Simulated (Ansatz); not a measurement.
Geometry optimisation, Ansatz, RKS PBE-D4/def2-SVP.

input.yaml

```yaml
crystal:
  periodic: [false, false, false]
  atoms:
    - { symbol: O, position_ang: [-2.2359, -0.206, -0.2627] }
    - { symbol: Si, position_ang: [-0.8207, -0.6869, -0.8671] }
    - { symbol: Si, position_ang: [0.9638, 0.4303, 0.103] }
    - { symbol: O, position_ang: [0.993, 0.3775, 1.7742] }
    - { symbol: F, position_ang: [2.3978, -0.2409, -0.3156] }
    - { symbol: Br, position_ang: [1.0316, 2.5827, -0.4483] }
    - { symbol: H, position_ang: [-2.4557, -0.39, 0.6517] }
    - { symbol: H, position_ang: [-0.7768, -0.492, -2.3484] }
    - { symbol: H, position_ang: [-0.7326, -2.1217, -0.5304] }
    - { symbol: H, position_ang: [0.35438, 0.81667, 2.27416] }
basis:
  gaussian: { orbitals: def2-SVP }
hamiltonian:
  xc: pbe
  dispersion: d4
relax:
  f_tol: 0.015
  max_steps: 40
output:
  orbitals: {}
```

Command:

```bash
$ ansatz run input.yaml --threads 2 --pin off --max-ram 3072MiB --backend cpu --events-out ev --progress --plain --runs-dir out
```

Problem. Where does it end, and by what steps?

Solution. It converged. The force dipped under the threshold on the way, but the program's further checks kept it going. After 34 steps the energy has fallen by 0.408 eV; O4 moved furthest, 0.82 Å.

```
step  energy less start (eV)  largest force component (eV/Å)  accepted
   0                  0.0000                           1.975       yes
   2                 -0.2407                           0.583       yes
   4                 -0.2725                           0.477       yes
   6                 -0.2894                           0.504       yes
   8                 -0.3106                           0.175       yes
  10                 -0.3029                           1.896        no
  12                 -0.3594                           0.606       yes
  14                 -0.3775                           0.667       yes
  16                 -0.3953                           0.146       yes
  18                 -0.3960                           0.094        no
  20                 -0.3981                           0.036       yes
  22                 -0.4004                           0.045       yes
  24                 -0.4025                           0.094       yes
  26                 -0.4047                           0.154       yes
  28                 -0.4064                           0.053        no
  30                 -0.4075                           0.013       yes
  32                 -0.4081                           0.023       yes
  34                 -0.4083                           0.014       yes
```

```xyz
10
Properties=species:S:1:pos:R:3
O -2.166 -0.508 0.025
Si -0.850 -0.793 -0.986
Si 0.856 0.404 0.100
O 0.194 0.485 1.638
F 2.323 -0.319 0.171
Br 1.243 2.471 -0.679
H -1.870 -0.237 0.917
H -1.140 -0.267 -2.360
H -0.474 -2.249 -1.086
H 0.602 1.083 2.290
```

Whether the end is a true minimum wasn't checked by a vibrational analysis.

Run time: 110 s on 2 threads of Arm Neoverse V1, with other jobs on the host, peak memory 0.18 GiB.
